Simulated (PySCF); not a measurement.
## Working out the electron affinity of Ge

Ge⁻ [Ar] 3d10 4s2 4p3 (4S) → Ge [Ar] 3d10 4s2 4p2 (3P). Calculation: PySCF 2.14, in dyall-av2z; the non-relativistic Hamiltonian (point nucleus). Frozen: [Ar] 3d10; the 34 highest virtual orbitals dropped. Energies in hartree (1 hartree = 27.21139 eV):

| part | Ge⁻ (lower) | Ge (upper) |
| --- | --- | --- |
| UHF | -2075.371889 | -2075.339058 |
| CCSD correlation | -0.073081 | -0.059952 |
| (T) | -0.002100 | -0.001104 |

Question: What does Hartree-Fock give?

Answer: (-2075.339058) − (-2075.371889) = 0.032831 hartree = 0.893 eV.

Question: What do CCSD and CCSD(T) give?

Answer: The CCSD correlation energies differ by 0.013129 hartree = 0.357 eV and the triples by 0.000996 hartree = 0.027 eV, so CCSD gives 1.250 eV and CCSD(T) 1.277 eV.

A first-order spin-orbit estimate adds -0.094 eV to CCSD(T) (valence), giving 1.183 eV against 1.233 eV (measured; photodetachment measurements, as compiled on the Wikipedia data page of electron affinities).

The calculation is non-relativistic.

A double-zeta basis recovers only part of the correlation energy.

What remains against the reference includes basis incompleteness, the frozen core and higher excitations.
